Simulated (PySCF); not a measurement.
Work out the structure from these simulated measurements.

Formula: C5H10FN3Si.

* Dipole: 2.35 D [PBE0/pcSseg-1]
* 13C NMR: chemical shifts (computed TMS as zero) by class: 175.6 (1 C), 124.6 (1 C), 0.2 (3 C) ppm [GIAO PBE0/pcSseg-1]
* NMR, other nuclei: isotropic shieldings of nuclei other than C and H, by class: -116 (1 N), -72 (1 N), -3 (1 N), 326 (1 F), 328 (1 Si) ppm [GIAO PBE0/pcSseg-1]
* 1H NMR: chemical shifts (computed TMS as zero) by class: 7.38 (1 H), 0.51 (9 H) ppm [GIAO PBE0/pcSseg-1]
* Rotational structure: rotational constants A, B, C: 2.083, 0.709, 0.643 GHz [GFN2-xTB]

Gas-phase values; electronic properties from PySCF, density fitting. Levels stand in brackets. Isolated species at its GFN2-xTB geometry, gas phase. NMR values are class means; diastereotopic atoms form classes of their own.

Q: Propose a structure and show how it fits.

A: Numbering: `[CH3:1][Si:2]([CH3:3])([CH3:4])[n:5]1[n:6][cH:7][c:8]([F:9])[n:10]1`. Its formula, C5H10FN3Si, gives 3 degrees of unsaturation: 1 ring and 2 π bonds in the structure found (Kekulé form). 5 carbons fall into 3 classes; from least to most shielded: aromatic C–F carbon [C8] (175.6 ppm), aromatic CH next to a ring nitrogen [C7] (124.6 ppm), Si-methyl carbon [C1/C3/C4] (0.2 ppm, 3 C). Hydrogen classes from least to most shielded: 1 H on an aromatic CH next to a ring nitrogen, C7 (7.38 ppm), 9 H on 3 Si-methyl carbons, C1/C3/C4 (0.51 ppm, a mean of values up to 0.8 ppm apart in this geometry). The other shieldings belong to: -116 ppm, pyridine-type nitrogen [N6]; -72 ppm, pyridine-type nitrogen [N10]; -3 ppm, pyrrole-type nitrogen [N5]; 326 ppm, aryl fluorine [F9]; 328 ppm, four-coordinate silicon [Si2]. The optimised geometry has point group Cs and is an asymmetric top. Structure: `C[Si](C)(C)n1ncc(F)n1`. Computed isomers that give other values at the same levels: `CN[SiH2]n1cncc1CF` (13C chemical shifts (computed TMS as zero) by class: 145.4 (1 C), 138.5 (1 C), 133.9 (1 C), 79.4 (1 C), 31.2 (1 C) ppm); `N#CC[Si@@H]1NC[C@H](CF)N1` (13C chemical shifts (computed TMS as zero) by class: 121.3 (1 C), 87.0 (1 C), 56.7 (1 C), 47.6 (1 C), 6.2 (1 C) ppm); `CN[SiH2]n1c(F)cnc1C` (13C chemical shifts (computed TMS as zero) by class: 159.3 (1 C), 140.6 (1 C), 112.1 (1 C), 29.2 (1 C), 18.6 (1 C) ppm). The assignments are read from this structure; whether some other isomer fits the data as well wasn't checked.

The values belong to the conformer `[CH3:1][Si:2]([CH3:3])([CH3:4])[n:5]1[n:6][cH:7][c:8]([F:9])[n:10]1`: C1–Si2–N5–N6 120°.
